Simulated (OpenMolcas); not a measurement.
## Co V: Racah parameters, worked from levels

```yaml
Program: OpenMolcas
Basis: ANO-R1 [5s3p2d1f]
Scalar_Hamiltonian: X2C, finite nucleus
Active_space: 5 electrons in 5 orbitals (3d)
State_averaging: 2S+1 = 6 even, 1 root; 2S+1 = 4 even, 24 roots; 2S+1 = 2 even, 75 roots
Spin-orbit_coupling: state interaction with AMFI integrals over the reference wave functions, term energies averaged over their components
```

Methods: CASSCF; MS-CASPT2, IPEA 0.25 Eh, imaginary shift 0.1 Eh (closed shells correlated: 3s 3p).

**Racah parameters.** Above 6S, d5 has 4D at 17B + 5C, 4G at 10B + 5C and 4P at 7B + 7C. The first two fix B and C, and the third tests them; where it misses by thousands of cm-1, two parameters do not describe the configuration (Trees and configuration-interaction terms are left out) and B and C hang on the terms chosen. Term energies are centres of gravity, weighted by 2J + 1.

```csv
Source,4D,4G,B,C,C/B,"4P from B, C",4P found
CASSCF,52872,42466,1487,5520,3.71,49049,48831
MS-CASPT2,48369,40297,1153,5753,4.99,48342,43912
```

Energies in cm-1. From CASSCF to MS-CASPT2, B changes by -22.5 % and C by +4.2 %.

CASPT2 does not keep the components of a term degenerate, so their means are used; among the terms shown or strongly mixed into the levels shown the widest spread is 290 cm-1 (3d5 4G, MS-CASPT2). The basis is small and was not contracted for so high a charge. Without dynamic correlation excited terms often stand tens of per cent too high (terms of higher spin than the ground term too low), and those without a measured partner can miss by more than the paired ones (holds for CASSCF). Blocks of more than 70 roots (2S+1 = 2 even) ran without multistate coupling (holds for MS-CASPT2). Only configurations of the active space appear.
